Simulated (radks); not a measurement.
Results of a calculation; reference values are marked as such.
Question: Sn XXXIII, configuration [Ar]. Level of theory: scalar-relativistic Kohn-Sham, LB94 model potential, spin-polarised, spherical densities, finite nucleus; Fermi nuclear charge, rms radius 4.6519 fm (a radial shooting solver on a logarithmic mesh with Libxc functionals). Some entries of the table are withheld. Estimate them.

orbital,occ.,eigenvalue (eV),<r^2> (bohr^2)
1s,2,-30816.72,0.001139
2s,2,(1),0.01809
2p,6,-5619.694,(2)
3s,2,(3),(4)
3p,6,-2088.115,0.1050
3d,0,-1912.812,0.08260
4s,0,-1150.803,(5)

Answer: 
(1) 2s eigenvalue (eV): -6056.915
(2) 2p <r^2> (bohr^2): 0.01423
(3) 3s eigenvalue (eV): -2227.083
(4) 3s <r^2> (bohr^2): 0.1093
(5) 4s <r^2> (bohr^2): 0.3921
